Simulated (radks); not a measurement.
The potassium ion K15+, configuration [He] 2s1 6d1 (not the ground configuration).

Calculated with a radial shooting solver on a logarithmic mesh with Libxc functionals: non-relativistic Kohn-Sham, LDA (Slater exchange, Perdew-Wang correlation), spin-polarised, spherical densities, point nucleus; open shells are filled with parallel spins first.

Energy parts (eV):
part                      energy
total                 -10590.688
kinetic                10584.551
electron-nucleus      -21758.332
Hartree                  910.554
exchange-correlation    -327.461

Orbitals (lengths in bohr, moments of r in powers of bohr):
orbital,occ.,eigenvalue (eV),<r^4>,<1/r>
1s up,1,-4353.918,0.0001957,18.62
1s down,1,-4348.710,0.0001946,18.62
2s up,1,-988.7222,0.02939,4.400
2s down,0,-964.9678,0.03017,4.387
6d up,1,-95.8909,163.0,0.4510
6d down,0,-93.0188,174.4,0.4454

The highest occupied level is 6d up at -95.891 eV. The configuration is held as typed, so some empty levels lie below it. The spin density at the nucleus is 233.9 e/bohr^3 (1s 0.5, 2s 233.4), a Fermi contact field of 1.23e+04 T.
